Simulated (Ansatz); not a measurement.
Relaxation of FH5N2OSi2 (11 atoms, charge 0, multiplicity 1), to a largest force component of 0.02 eV/Å in at most 40 steps.

All numbers below come from RKS B3LYP-D4/STO-3G in Ansatz.

```xyz
11
Properties=species:S:1:pos:R:3
N 1.871 0.868 -0.309
Si 0.201 0.851 0.042
N -0.240 -0.499 1.061
Si -1.373 -1.045 -0.122
F -1.000 -2.472 -0.743
O -0.842 0.173 -1.085
H 2.263 1.677 -0.758
H 2.289 0.025 -0.671
H -0.308 2.151 0.420
H -0.076 -0.723 2.024
H -2.785 -1.004 0.142
```

Q: Where does it end, and by what steps?

A: It converged. Limits of this set-up: minimal basis. After 6 steps the energy has fallen by 0.356 eV; H9 moved furthest, 0.23 Å.

```tsv
step	energy less start (eV)	largest force component (eV/Å)	accepted
0	0.0000	2.648	yes
1	-0.2684	1.520	yes
2	-0.3486	0.240	yes
3	-0.3530	0.060	yes
4	-0.3549	0.071	yes
5	-0.3556	0.033	yes
6	-0.3561	0.015	yes
```

```xyz
11
Properties=species:S:1:pos:R:3
N 1.871 0.855 -0.316
Si 0.189 0.857 0.051
N -0.355 -0.431 1.084
Si -1.406 -1.088 -0.126
F -0.973 -2.546 -0.715
O -0.891 0.209 -1.152
H 2.314 1.730 -0.656
H 2.290 0.046 -0.811
H -0.093 2.228 0.437
H -0.114 -0.704 2.050
H -2.833 -1.156 0.154
```

Whether the end is a true minimum wasn't checked by a vibrational analysis.

Run time: 31 s on 1 thread of Intel(R) Xeon(R) Platinum 8175M CPU @ 2.50GHz (Skylake/Cascade Lake), on a shared host, peak memory 0.17 GiB.
